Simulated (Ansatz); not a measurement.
Computed with Ansatz on PBE0-D4/def2-TZVP structures; ΔE is electronic, products minus reactants. CBS: MP2 limit from def2 TZ/QZ plus the TZ coupled-cluster correction, frozen cores. DFT in def2-TZVPP. B3LYP here is the variant with VWN-RPA as its local correlation; programs differ in this. HSE06 is defined as in plane-wave codes. One conformer a species, not always the lowest.

Consider the isomerisation: `[SiH3]NPS` → `NPS[SiH3]`.

Question: Is it downhill or uphill in electronic energy at CCSD(T)/CBS, and by how much? (An estimate is asked.)

Answer: The calculation gave: Downhill: ΔE = -0.08 eV.

Question: What do these levels give: LDA (SPW92), revPBE-D4, BLYP-D4, B3LYP-D4, r2SCAN0-D4, HSE06-D4, RPA@PBE/def2-TZVPP, MP2/def2-TZVPP, SCS-MP2/def2-TZVPP, MP2/def2-QZVPP, HF/CBS(def2), MP2/CBS(def2)? (Estimate.)

Answer: The calculation gave: LDA (SPW92) -0.13, revPBE-D4 -0.16, BLYP-D4 -0.07, B3LYP-D4 -0.07, r2SCAN0-D4 -0.12, HSE06-D4 -0.16, RPA@PBE/def2-TZVPP -0.03, MP2/def2-TZVPP -0.08, SCS-MP2/def2-TZVPP -0.05, MP2/def2-QZVPP -0.09, HF/CBS(def2) -0.01, MP2/CBS(def2) -0.11 eV.

Largest T1 diagnostic among the species: 0.013.

At CCSD(T), def2-SVP lies +0.06 eV from the extrapolated value and def2-TZVPP +0.02 eV. Leaving LDA and LC-ωPBE aside and taking each functional with its dispersion term where it has one, the values, not all of them listed here, spread over 0.14 eV, from PBE-D4 to CAM-B3LYP-D4. LDA lies +0.05 eV from PBE without D4.
